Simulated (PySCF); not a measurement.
Gas-phase reaction: TiCl₂(OH)₂ = TiO₂ + Cl₂ + 2 H, at 1200 K and a standard pressure of 1 bar. Level: LDA/def2-TZVP†.

Method: PySCF energies plus ideal-gas RRHO corrections (1 bar). † marks an energy on the PBE0/def2-TZVP geometry and frequencies. Open shells (unrestricted): H (multiplicity 2); the rest are closed-shell singlets. TiCl₂(OH)₂: computed as isolated molecules; such fragments, hydroxides, amides, oligomers or adducts are transient or little studied in the gas. The harmonic model lacks anharmonicity and excited electronic states, which grow with temperature; levels with a mode under 35 cm⁻¹ are left out. Soft modes under 120 cm⁻¹ make the harmonic entropy rough for TiCl₂(OH)₂.

```csv
species,E (Ha),H(1200 K) − E (kJ/mol),S°(1200 K) (J/mol/K)
TiCl₂(OH)₂,-1915.84057,220.1,565.8
TiO₂,-996.96927,72.5,328.6
Cl₂,-917.43189,45.3,272.8
H,-0.47835,24.9,143.7
```
E: electronic energy; H − E holds the zero-point and thermal terms. 1 Ha = 2625.5 kJ/mol.

Task: Work out ΔH°, ΔS°, ΔG° and log10 K from these numbers.

Result: 1. ΔE = 1×(-996.96927) + 1×(-917.43189) + 2×(-0.47835) − 1×(-1915.84057) = 0.48271 Ha = 1267.4 kJ.
2. Δ(H − E) = 1×(72.5) + 1×(45.3) + 2×(24.9) − 1×(220.1) = -52.5 kJ, so ΔH° = 1214.9 kJ.
3. ΔS° = 1×(328.6) + 1×(272.8) + 2×(143.7) − 1×(565.8) = 323.0 J/K; the number of gas molecules changes by +3.
4. ΔG° = ΔH° − TΔS° = 1214.9 − 1200×(323.0)/1000 = 827.3 kJ.
5. log10 K = −ΔG°/(RT ln 10) = -36.02, with RT ln 10 = 22.97 kJ/mol; at standard pressures the reactants are favoured.
6. A shift of 10 kJ in ΔE would move log10 K by 0.44 here.
For scale, ΔH°(298 K) is 1219 kJ at this level, 1183 kJ at ωB97M-V/def2-TZVP†, and runs from 1080 to 1424 kJ over the 19 levels computed.
